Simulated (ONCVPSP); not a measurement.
Reading a pseudo-wave (manganese (Mn))

Columns: radius, all-electron u(r) and pseudo u(r) of the 3d shell (level -6.77 eV) of manganese in the configuration [Ne] 3s2 3p6 3d5 4s2; PBE, scalar-relativistic, ONCV scheme, ONCVPSP 4.0.1.

```tsv
r (bohr)	all-electron	pseudo
0.065	0.0210	0.0043
0.130	0.1049	0.0321
0.195	0.2326	0.0993
0.260	0.3741	0.2097
0.325	0.5085	0.3537
0.390	0.6245	0.5125
0.455	0.7183	0.6641
0.520	0.7897	0.7899
0.585	0.8398	0.8788
0.650	0.8710	0.9287
0.715	0.8864	0.9451
0.780	0.8890	0.9373
0.845	0.8816	0.9152
0.910	0.8668	0.8866
0.975	0.8464	0.8562
1.040	0.8222	0.8261
1.105	0.7953	0.7964
1.170	0.7668	0.7670
1.235	0.7374	0.7374
1.300	0.7077	0.7077
1.365	0.6781	0.6781
1.430	0.6489	0.6489
1.495	0.6204	0.6203
1.560	0.5926	0.5926
1.625	0.5658	0.5657
1.690	0.5399	0.5399
```

How many radial nodes do the two functions have?

The all-electron 3d function has n − l − 1 = 0; the pseudo-wave has 0.

At about which radius was the pseudo-wave matched?

1.30 bohr. The columns agree to 0.0005 from 1.17 bohr on; several derivatives are matched, so the curves merge somewhat inside the radius.

Is the pseudo-wave norm-conserving?

Yes: the ONCV scheme keeps the norm inside the radius equal to the all-electron one, which fixes the energy derivative of the logarithmic derivative at the level.
